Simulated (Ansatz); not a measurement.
Ansatz (a first-principles code) input (B3LYP-D3(BJ)/def2-TZVP):

Ansatz 0.2 input:
```yaml
crystal:
  periodic: [false, false, false]
  atoms:
    - {symbol: Mg, position_ang: [0.67090908, 0.11791162, 0.07786099]}
    - {symbol: Br, position_ang: [-0.50346373, 1.91841744, -1.61991206]}
    - {symbol: Br, position_ang: [-0.16542777, -2.04007744, 1.54184264]}
basis:
  gaussian:
    orbitals: def2-TZVP
hamiltonian:
  xc: b3lyp
  dispersion: d3bj
total_charge: -1
magnetization: {spin_polarized: true, initial_magnetization: 1}
relax: {f_tol: 0.002, max_steps: 150}
```

End of the output:

```
reference -145544.64994636 eV, -5348.6672318218 hartree; 42, 41 occupied and 86, 87 virtual orbitals, 981 factors
relax step   5: F+E_penalty+E_count = -145544.80370956 eV  Δ(F+E_penalty+E_count) = -4.656e-3 eV  max|allowed force component| = 2.098e-2 eV/Å  Δτ_max = 0.0587 Å  (31 SCF iters, accepted)
these checks for a lower state are left out or cut short: starts, cluster_reference, orbital_swaps, neighbouring_geometries, increment
integrals: 0.08 GiB planned
981 factors; integrals over basis functions are off by at most 3.5e-4 eV
mean field: 1.15 GiB planned
mean field -145544.64928630 eV, -5348.6672075650 hartree, gradient 2.5e-5 eV, S^2 0.750723; 0 other end points of the search recorded, 0 dependent functions left out
the calculation of the forces begins
reference -145544.64949670 eV, -5348.6672152971 hartree; 42, 41 occupied and 86, 87 virtual orbitals, 981 factors
relax step   6: F+E_penalty+E_count = -145544.80411706 eV  Δ(F+E_penalty+E_count) = -4.075e-4 eV  max|allowed force component| = 2.704e-3 eV/Å  Δτ_max = 0.0145 Å  (25 SCF iters, accepted)
these checks for a lower state are left out or cut short: starts, cluster_reference, orbital_swaps, neighbouring_geometries, increment
integrals: 0.08 GiB planned
981 factors; integrals over basis functions are off by at most 3.5e-4 eV
mean field: 1.15 GiB planned
mean field -145544.64915292 eV, -5348.6672026633 hartree, gradient 6.7e-5 eV, S^2 0.750722; 0 other end points of the search recorded, 0 dependent functions left out
the calculation of the forces begins
reference -145544.64936327 eV, -5348.6672103935 hartree; 42, 41 occupied and 86, 87 virtual orbitals, 981 factors
relax step   7: F+E_penalty+E_count = -145544.80412766 eV  Δ(F+E_penalty+E_count) = -1.060e-5 eV  max|allowed force component| = 2.432e-4 eV/Å  Δτ_max = 0.0025 Å  (22 SCF iters, accepted)
integrals: 0.08 GiB planned
981 factors; integrals over basis functions are off by at most 3.5e-4 eV
mean field: 1.15 GiB planned
mean field evaluation 64: about -145544.3615 eV, gradient 1.1e1 eV
mean field -145544.64915292 eV, -5348.6672026633 hartree, gradient 6.7e-5 eV, S^2 0.750722; 1 other end points of the search recorded, 0 dependent functions left out
the calculation of the forces begins
reference -145544.64936327 eV, -5348.6672103935 hartree; 42, 41 occupied and 86, 87 virtual orbitals, 981 factors
Total energy: -145544.80433801 eV, -5348.6729056101 hartree
Atom 0 at     0.839927     0.148192     0.097333 Å, force     0.000219     0.000035     0.000028 eV/Å
Atom 1 at    -0.561891     1.598423    -1.386141 Å, force    -0.000092    -0.000243     0.000166 eV/Å
Atom 2 at    -0.276018    -1.750364     1.288599 Å, force    -0.000127     0.000208    -0.000194 eV/Å
Dipole moment:    -0.193286    -0.034417    -0.022433 e Å
```
